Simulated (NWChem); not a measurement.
## Correlation energy of H3P2

```
P
H 1 1.4263
H 1 1.4296 2 95.25
P 1 2.1911 2 96.73 3 100.20
H 4 1.4335 1 91.80 2 -158.60
```
Charge 0, spin multiplicity 2.

Everything below was run with NWChem. Structure: optimised with UPBE0/def2-SVP, a minimum by its harmonic frequencies. It is one conformer; others weren't searched.

Basis set: cc-pVDZ. Each correlation energy counts from its own Hartree-Fock reference.

The correlated methods keep 10 core orbitals frozen. The structure started from a generated list of species. No SCF solution was tested for a lower state. Open-shell Hartree-Fock references start from PBE0 orbitals. Coupled-cluster values serve here as a point of comparison, not as the truth.

One of these methods gave a correlation energy of -267.4 mHa. Which?
(A) SCS-UMP2
(B) CCSD on UHF
(C) CCSD on ROHF
(D) CCSD[T] on ROHF

B, CCSD on UHF. The others give -280.6 (CCSD[T] on ROHF), -229.5 (SCS-UMP2), -272.0 (CCSD on ROHF).
